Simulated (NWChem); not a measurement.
Molecule: SiNH₃S, singlet; SMILES N[Si]S

```xyz
6

Si    -0.7159    -0.6275     0.0000
N      0.7371    -1.5463     0.0000
H      0.6972    -2.5602     0.0000
H      1.6946    -1.2057     0.0000
S      0.2144     1.3358     0.0000
H     -0.9593     2.0018     0.0000
```
Atoms are numbered in this order, from 1.

Low-valent species are run as closed-shell singlets; no triplet was tried in these runs. The geometry was optimised at PBE0/def2-SVP.

Symmetry labels are those of Cs in the frame above (b1 and b2, or b-type labels, depend on it).

List the 4 lowest vertical singlet excitations from PBE0/def2-SVPD, TDA (NWChem).


| state | energy (eV) | oscillator strength | symmetry | leading excitation (squared amplitude) |
|---|---|---|---|---|
| S1 | 4.53 | 0.051 | a" | HOMO → LUMO (0.96) |
| S2 | 5.20 | 0.013 | a' | HOMO−1 → LUMO (0.81) |
| S3 | 5.84 | 0.040 | a' | HOMO → LUMO+2 (0.56) |
| S4 | 6.08 | 0.001 | a" | HOMO−1 → LUMO+1 (0.89) |
